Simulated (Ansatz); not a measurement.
Pulling on the Be1–H2 bond in BeH2Se (SMILES [BeH][SeH]) (multiplicity 1 held, fragments rigid). Energies count from the point at 1.326 Å.
Geometry at that point (charge 0, multiplicity 1):
```xyz
4

Be    -0.68974    -0.76067    -1.41804
H     -1.20927    -1.34114    -2.49064
Se     0.09182     0.16025     0.22401
H      0.84647    -1.06482     0.54660
```

Restricted levels (R-, RO-) in cc, def2 and unpolarised 6-31G sets keep to the state of the molecule at rest. U- levels take the lowest unrestricted solution at each point, which mixes spins at long bonds. Levels need not reach the same state.

The values were computed with Ansatz (Gaussian orbitals). Values without a source in brackets are computed.

Q: One of these levels gives 89.75 kcal/mol for the energy at R = 4.242 Å. Which?
A. R-r2SCAN/aug-cc-pVTZ
B. U-r2SCAN/aug-cc-pVTZ
C. R-HF/aug-cc-pVTZ

A: B, U-r2SCAN/aug-cc-pVTZ. The others give 150.03 (R-HF/aug-cc-pVTZ), 120.75 (R-r2SCAN/aug-cc-pVTZ)

Doubts at one or more of the structures used: a restricted determinant that unrestricted orbitals would lower (R-HF/aug-cc-pVTZ, R-r2SCAN/aug-cc-pVTZ); a spin-contaminated determinant (U-r2SCAN/aug-cc-pVTZ).

Ansatz is an electronic-structure program.
